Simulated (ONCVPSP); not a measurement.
**Be (Z = 4), ONCV: configuration errors across variants**

```
Element                 : Be
Generator               : ONCVPSP 4.0.1
Type                    : optimised norm-conserving Vanderbilt (ONCV)
Functional              : PBE
Relativity              : non-relativistic
Frozen core             : none
Valence charge          : 4
Reference configuration : 1s2 2s2
Partial waves           : 1s+2s: rc 0.95 bohr, ncon 4, nbas 7, qcut 13.8 1/bohr, 2 projectors; p scattering state at 0.06 Ha: rc 0.90 bohr, ncon 5, nbas 9, qcut 9.4 1/bohr, local
Local potential         : the p channel
Core correction         : none
```

All-electron excitation energies from the reference (eV): (1) 1s2 2s1 9.549; (2) 1s2 2s0 27.494; (3) 1s2 2s1.5 3.760; (4) 1s2 2s0 2p1 13.456.

Errors AE − PS in meV (a dash: test not solved or not reliable):

```tsv
change	(1)	(2)	(3)	(4)	bound ghosts	GHOST(+) flags above zero
base	+0.5	+4.3	+0.1	+5.1	none	none
all radii scaled by about 0.78 (s 0.74, p 0.70 bohr)	+0.4	+3.4	+0.1	+3.8	none	none
all radii scaled by about 0.89 (s 0.84, p 0.80 bohr)	+0.5	+4.0	+0.1	+4.4	none	none
all radii scaled by about 0.95 (s 0.90, p 0.86 bohr)	+0.5	+4.2	+0.1	+4.8	none	none
all radii scaled by about 1.07 (s 1.02, p 0.96 bohr)	+0.5	+4.3	+0.1	+5.4	none	none
all radii scaled by about 1.16 (s 1.10, p 1.04 bohr)	+0.4	+3.9	+0.1	+6.2	none	none
all radii scaled by about 1.18 (s 1.12, p 1.06 bohr)	+0.4	+3.6	+0.1	+6.5	none	none
all radii scaled by about 1.26 (s 1.20, p 1.14 bohr)	+0.1	+1.6	0.0	+6.6	none	none
all radii scaled by about 1.33 (s 1.26, p 1.20 bohr)	-0.1	-0.1	0.0	+6.3	none	none
```

Task: Give the same row for: all radii scaled by about 0.82 (s 0.78, p 0.74 bohr).

Result: +0.4, +3.6, +0.1, +4.0; bound ghosts: none; GHOST(+) flags above zero: none.
